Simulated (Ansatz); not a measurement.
Steps of a relaxation of FH4IOSi2 (`O[SiH](F)[SiH2]I`) with RKS PBE0-D4/def2-TZVP.

```sh
$ ansatz run in.yaml --threads 4 --pin off --events-out ev --progress --plain --max-ram 10444MiB
```

```yaml
crystal:
  periodic: [false, false, false]
  atoms:
    - {symbol: O, position_ang: [0.986761, 1.676302, -0.462191]}
    - {symbol: Si, position_ang: [1.095578, 0.019284, -0.360364]}
    - {symbol: F, position_ang: [1.126294, -0.683832, -1.843291]}
    - {symbol: Si, position_ang: [-0.863718, -0.767054, 0.692284]}
    - {symbol: I, position_ang: [-2.619768, 0.713142, -0.279002]}
    - {symbol: H, position_ang: [0.087792, 2.008756, -0.658346]}
    - {symbol: H, position_ang: [2.394982, -0.281994, 0.315516]}
    - {symbol: H, position_ang: [-1.247070, -2.189587, 0.399604]}
    - {symbol: H, position_ang: [-0.872450, -0.541217, 2.178790]}
basis:
  gaussian: {orbitals: def2-TZVP}
hamiltonian: {xc: pbe0, dispersion: d4}
relax: {f_tol: 0.005, max_steps: 150}
```

Positions (Å) and forces (eV/Å) along the path, 9 of 9 steps:

```xyz
9
step=1 energy=-28681.3389 eV
O     0.987    1.676   -0.462   -0.558   -0.814   -0.122
Si    1.096    0.019   -0.360    0.058    0.361   -0.934
F     1.126   -0.684   -1.843    0.004    0.584    1.176
Si   -0.864   -0.767    0.692   -0.234   -0.031    0.079
I    -2.620    0.713   -0.279    0.233   -0.207    0.139
H     0.088    2.009   -0.658    0.655   -0.233    0.133
H     2.395   -0.282    0.316   -0.271    0.060   -0.183
H    -1.247   -2.190    0.400    0.098    0.323    0.045
H    -0.872   -0.541    2.179    0.013   -0.044   -0.333
9
step=2 energy=-28681.3882 eV
O     0.996    1.669   -0.470   -0.260   -0.559   -0.029
Si    1.077    0.026   -0.351    0.167    0.172   -0.692
F     1.119   -0.676   -1.815   -0.035    0.358    0.689
Si   -0.872   -0.764    0.689    0.086   -0.119    0.134
I    -2.602    0.682   -0.251   -0.178    0.128   -0.082
H     0.114    2.011   -0.676    0.221   -0.013    0.042
H     2.367   -0.276    0.312   -0.065    0.002   -0.014
H    -1.240   -2.173    0.385    0.052    0.069    0.020
H    -0.871   -0.545    2.161    0.010   -0.038   -0.069
9
step=3 energy=-28681.4050 eV
O     0.989    1.646   -0.467    0.013   -0.142   -0.015
Si    1.085    0.019   -0.352   -0.023    0.123   -0.170
F     1.124   -0.667   -1.800    0.006    0.035    0.097
Si   -0.877   -0.742    0.683    0.107   -0.096    0.036
I    -2.639    0.693   -0.248   -0.023    0.025   -0.012
H     0.112    1.985   -0.673   -0.016    0.103   -0.010
H     2.369   -0.282    0.310    0.014   -0.031    0.049
H    -1.212   -2.152    0.377   -0.052   -0.032   -0.006
H    -0.862   -0.545    2.153   -0.028    0.017    0.033
9
step=4 energy=-28681.4086 eV
O     1.005    1.656   -0.482   -0.093   -0.090   -0.004
Si    1.077    0.031   -0.359    0.079    0.022    0.057
F     1.123   -0.659   -1.798   -0.013   -0.030   -0.064
Si   -0.872   -0.758    0.690   -0.013    0.024   -0.015
I    -2.640    0.681   -0.239    0.005   -0.003    0.006
H     0.137    2.013   -0.695    0.016    0.081   -0.001
H     2.350   -0.284    0.321    0.013   -0.004    0.021
H    -1.222   -2.166    0.383    0.001   -0.009   -0.011
H    -0.869   -0.560    2.161    0.005    0.008    0.011
9
step=5 energy=-28681.4093 eV
O     0.999    1.654   -0.481   -0.066   -0.074   -0.009
Si    1.080    0.029   -0.359    0.037    0.017    0.028
F     1.124   -0.662   -1.799    0.002   -0.011   -0.024
Si   -0.870   -0.757    0.689   -0.005    0.007   -0.003
I    -2.637    0.686   -0.238    0.000    0.000    0.001
H     0.129    2.010   -0.692    0.027    0.058    0.003
H     2.354   -0.284    0.323    0.002    0.005    0.003
H    -1.222   -2.164    0.379   -0.001   -0.001   -0.001
H    -0.868   -0.556    2.160    0.004   -0.002    0.003
9
step=6 energy=-28681.4098 eV
O     0.993    1.650   -0.482   -0.037   -0.031   -0.011
Si    1.081    0.027   -0.359    0.008    0.000    0.011
F     1.128   -0.665   -1.799    0.007   -0.001    0.004
Si   -0.870   -0.757    0.688   -0.001   -0.004   -0.002
I    -2.635    0.689   -0.235   -0.001    0.000    0.000
H     0.126    2.012   -0.692    0.029    0.029    0.005
H     2.355   -0.282    0.326   -0.005    0.009   -0.008
H    -1.225   -2.164    0.377   -0.002    0.004    0.004
H    -0.866   -0.557    2.160    0.002   -0.006   -0.003
9
step=7 energy=-28681.4103 eV
O     0.987    1.647   -0.500    0.007   -0.016    0.005
Si    1.081    0.027   -0.358    0.013    0.008   -0.001
F     1.147   -0.682   -1.789   -0.004   -0.002   -0.001
Si   -0.872   -0.759    0.687   -0.007    0.004   -0.001
I    -2.636    0.704   -0.211    0.001   -0.001    0.002
H     0.124    2.018   -0.705   -0.010    0.011   -0.006
H     2.352   -0.265    0.338   -0.004    0.000    0.002
H    -1.236   -2.160    0.361    0.002   -0.002    0.001
H    -0.859   -0.577    2.160    0.001   -0.002   -0.001
9
step=8 energy=-28681.4104 eV
O     0.991    1.648   -0.499    0.002   -0.001   -0.001
Si    1.080    0.028   -0.357   -0.003    0.000   -0.002
F     1.145   -0.680   -1.789   -0.001    0.001    0.003
Si   -0.873   -0.759    0.686    0.002   -0.005    0.002
I    -2.642    0.700   -0.208    0.001    0.002   -0.001
H     0.131    2.023   -0.712   -0.002    0.000    0.000
H     2.350   -0.267    0.340    0.001    0.000    0.000
H    -1.234   -2.161    0.361    0.001    0.002    0.000
H    -0.859   -0.579    2.160    0.000    0.001   -0.003
9
step=9 energy=-28681.4104 eV
O     0.989    1.648   -0.500    0.002    0.001    0.000
Si    1.080    0.028   -0.357   -0.001   -0.001    0.000
F     1.144   -0.681   -1.788    0.000   -0.001   -0.001
Si   -0.872   -0.759    0.687    0.000   -0.001   -0.001
I    -2.639    0.702   -0.208   -0.001    0.001    0.000
H     0.129    2.022   -0.712   -0.002    0.001    0.000
H     2.350   -0.265    0.340    0.002    0.001    0.001
H    -1.234   -2.160    0.360    0.000    0.000    0.000
H    -0.859   -0.580    2.161    0.000    0.000    0.001
```

Run time 2.6 min (4 threads of a server CPU on a shared host); peak host memory 0.66 GiB.
